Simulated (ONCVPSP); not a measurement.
## What one change does to a pseudopotential (osmium (Os), ONCV)

* Element: osmium
* Generator: ONCVPSP 4.0.1
* Type: optimised norm-conserving Vanderbilt (ONCV)
* Functional: PBE
* Relativity: fully relativistic
* Frozen core: [Kr] 4d10 4f14 5s2
* Valence charge: 14
* Reference configuration: 5p6 5d6 6s2
* Partial waves: 6s: rc 2.70 bohr, ncon 4, nbas 9, qcut 2.6 1/bohr, 2 projectors, debl 2.9 Ha; 5p: rc 1.60 bohr, ncon 4, nbas 8, qcut 8.3 1/bohr, 1 projector; 5d: rc 1.90 bohr, ncon 5, nbas 10, qcut 9 1/bohr, 2 projectors, debl 0.7 Ha
* Local potential: polynomial inside 1.50 bohr (lpopt 5, dvloc0 2 Ha)
* Core correction: polynomial model core, fcfact 0.4

Open shells are filled in proportion to 2j + 1.

All-electron outer shells of the reference configuration (PBE, scalar-relativistic, ld1.x):

| shell | level (eV) | outermost node (bohr) | outermost maximum (bohr) |
| --- | --- | --- | --- |
| 4f | -51.98 | – | 0.40 |
| 5p | -50.84 | 0.55 | 1.03 |
| 5d | -6.25 | 0.60 | 1.36 |
| 6s | -6.15 | 1.20 | 2.48 |

Change: all radii but the core radius scaled by about 1.26 (s 3.42, p 2.02, d 2.40 bohr); local potential polynomial inside 1.90 bohr (lpopt 5, dvloc0 2 Ha).

Cutoffs: the cutoffs (Ha) at which the residual kinetic energy of the hardest occupied pseudo-wave falls to 1 and 0.1 mHa per electron; they do not see the model core or the augmentation charge, which bear on the density cutoff. Errors are all-electron minus pseudo energies relative to the spin-unpolarised reference configuration.

Q: How do hardness, ghosts and transferability respond?

A: The potential gets softer (24 Ha and 29 Ha → 16 Ha and 20 Ha); the bound ghost in p disappears; the lowest positive-energy flag moves from s at 8.8 eV to s at 63.5 eV; the number of tests with a reliable result goes from 3 to 4; of the 3 tests that both files solve, the error grows in 3 and shrinks in 0 by more than 15 % and 0.3 meV (median size 15.8 → 28.8 meV). A larger radius leaves more room for a smooth pseudo-wave, so fewer plane waves are needed. More of the atom is replaced by a form fitted at one configuration, so other configurations suffer.

```csv
quantity,base,changed
"cutoff, loose",24 Ha,16 Ha
"cutoff, tight",29 Ha,20 Ha
loose cutoff by channel,"s 3.7 Ha, p 24 Ha, d 17 Ha","s 2.5 Ha, p 16 Ha, d 16 Ha"
bound ghosts,p3/2,none
GHOST(+) flags under 300 eV,s at 8.8 eV,s at 63.5 eV
tests with a reliable result,3 of 4,4 of 4
"error for 5p6 5d6 6s1, meV [ΔE 9.59 eV]",-6.2,-11
"error for 5p6 5d6 6s0, meV [ΔE 26.50 eV]",-41,-96
"error for 5p6 5d7 6s1, meV [ΔE 0.31 eV]",-16,+29
"rms error of d²Exc/dni dnj with the model core, mHa",2.97,3.02
```

 A true bound ghost makes a file unfit for plane-wave use even where its test errors are small: the radial tests pick states by their node count and pass the ghost by.
